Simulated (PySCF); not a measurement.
**Dipole moment and polarisability of `Oc1ccc(C(F)F)cc1`**

Compound: C₇H₆F₂O.
Atom-mapped SMILES: `[OH:1][c:2]1[cH:3][cH:4][c:5]([CH:6]([F:7])[F:8])[cH:9][cH:10]1` (hydrogens: H11 on O1; H12 on C3; H13 on C4; H14 on C6; H15 on C9; H16 on C10)

Cartesian coordinates in Å at the PBE0-D3(BJ)/def2-SVP level; atoms count from 1:
```xyz
16
C7H6F2O angstrom
O     -3.1861   -0.1373   -0.0303
C     -1.8414   -0.0808   -0.0119
C     -1.0369   -1.1630   -0.3930
C      0.3464   -1.0502   -0.3570
C      0.9492    0.1394    0.0597
C      2.4396    0.2573    0.0629
F      3.0063   -0.7888    0.7122
F      2.9274    0.2331   -1.2021
C      0.1432    1.2121    0.4429
C     -1.2422    1.1103    0.4094
H     -3.4670   -1.0061   -0.3370
H     -1.5035   -2.0979   -0.7185
H      0.9692   -1.8979   -0.6517
H      2.7828    1.1904    0.5435
H      0.6043    2.1474    0.7729
H     -1.8819    1.9429    0.7066
```

Level: wB97X-D/def2-SVPD (PySCF), static field, nuclei fixed, core orbitals frozen in the response. The polarisability tensor in these axes (au):

```
x   112.46   2.44   0.32
y     2.44  87.33  10.96
z     0.32  10.96  59.78
```

What are the eigenvalues, a third of the trace, and Δα (Δα² = ½Σ(αi − αj)² over the three pairs)?

Principal values 55.95, 90.89 and 112.73 au; mean 86.53 au = 12.82 Å³ = 14.27 × 10⁻⁴⁰ C²·m²/J; Δα = 49.61 au (57 % of the mean).

What is the dipole moment, and where does it point?

(-2.19, -0.22, 0.20) D, 2.21 D in size, pointing from the negative to the positive side. Measured along this direction, the outermost atoms are F8 at the negative end and H11 at the positive end.

Find the Langevin capture rate constant for O2+ (31.990 u) meeting this molecule (144.039 u), k = 2.342 × 10⁻⁹ cm³/s × √(α in Å³ / reduced mass in u).

The reduced mass is 26.18 u, so k = 1.64 × 10⁻⁹ cm³/s. The formula leaves out the permanent dipole, which adds to the capture rate.

In a dilute gas of rigid molecules at 400 K, how does the orientational term μ²/3kT compare with the electronic polarisability?

In Gaussian units μ²/3kT = 29.61 Å³ against 12.82 Å³, a ratio of 2.31; the Debye molar polarisation (4π/3)N_A(α + μ²/3kT) is 107.0 cm³/mol, leaving out the vibrational part.

What depolarisation ratio follows for Rayleigh scattering of linearly polarised light, taking the static tensor?

ρ = 3Δα²/(45ᾱ² + 4Δα²) = 7382.7/(336898 + 9843.6) = 0.0213.

Geometry: PBE0-D3(BJ)/def2-SVP, one conformer, isolated molecule.
